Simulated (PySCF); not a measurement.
C₂H₇MgNO, SMILES C[N](C)[Mg][OH].

Coordinates come from a PBE0-D3(BJ)/def2-SVP optimisation. The structure was generated by enumeration; whether it is a known compound was not checked. One conformer was computed; it need not be the lowest.

The numbers are results of HF/def2-TZVP run with PySCF, not measurements.

Gas-phase values at a fixed geometry.

Computed frontier levels, gap, dipole moment and polarisability:
* **highest occupied level**: -8.47 eV
* **lowest empty level**: 1.24 eV
* **orbital gap**: 9.71 eV
* **dipole moment**: 0.133 e·Å
* **quadrupole, principal values (traceless, Buckingham form, about the centre of nuclear charge)**: -5.06, 1.28, 3.79 D·Å
* **mean static polarisability**: 51.1 bohr³ (7.57 Å³)
* **polarisability, principal values**: 45.9, 50.2, 57.1 bohr³
